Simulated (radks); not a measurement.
Values are calculated unless marked as measured or tabulated.
Species: the arsenic ion As+. Configuration: [Ar] 3d10 4s2 4p2.

Level of theory: Dirac Kohn-Sham, Slater X-alpha with alpha = 0.626, spin-unpolarised, spherical densities, point nucleus; open shells fill j = l - 1/2 first (a radial shooting solver on a logarithmic mesh with Libxc functionals).

Energy parts (hartree):
part                   energy
total             -2249.91999
kinetic            2302.00694
electron-nucleus  -5432.43294
Hartree             953.00247
exchange            -72.49646

Orbitals (lengths in bohr, moments of r in powers of bohr):
orbital	occ.	eigenvalue (hartree)	<r^2>	<r>
1s1/2	2	-429.4368	0.002796	0.04558
2s1/2	2	-54.64029	0.04868	0.2030
2p1/2	2	-48.86489	0.03762	0.1750
2p3/2	4	-47.52902	0.03910	0.1787
3s1/2	2	-7.18820	0.4161	0.6005
3p1/2	2	-5.25515	0.4413	0.6123
3p3/2	4	-5.07113	0.4570	0.6232
3d3/2	4	-1.75898	0.5860	0.6800
3d5/2	6	-1.73247	0.5945	0.6848
4s1/2	2	-0.79662	4.105	1.892
4p1/2	2	-0.44386	6.368	2.338
4p3/2	0	-0.43188	6.594	2.379

The highest occupied level is 4p1/2 at -12.078 eV. The density falls to 0.001 e/bohr^3 at r = 4.00 bohr. For comparison, the ionisation energy in NIST's Atomic Spectra Database is 18.589 eV (measured). In exact Kohn-Sham theory the highest level is minus the ionisation energy, but local and semilocal functionals leave it too shallow, through self-interaction and a potential that decays too fast; potentials with the right tail come closer. Summed over all electrons, <r^2> = 30.73 bohr^2, which gives a Langevin (diamagnetic) susceptibility term of -24.3 x 10^-6 cm^3/mol.

Beside tabulated values, note that spin-unpolarised runs miss the spin-polarisation part of the exchange energy of open shells.
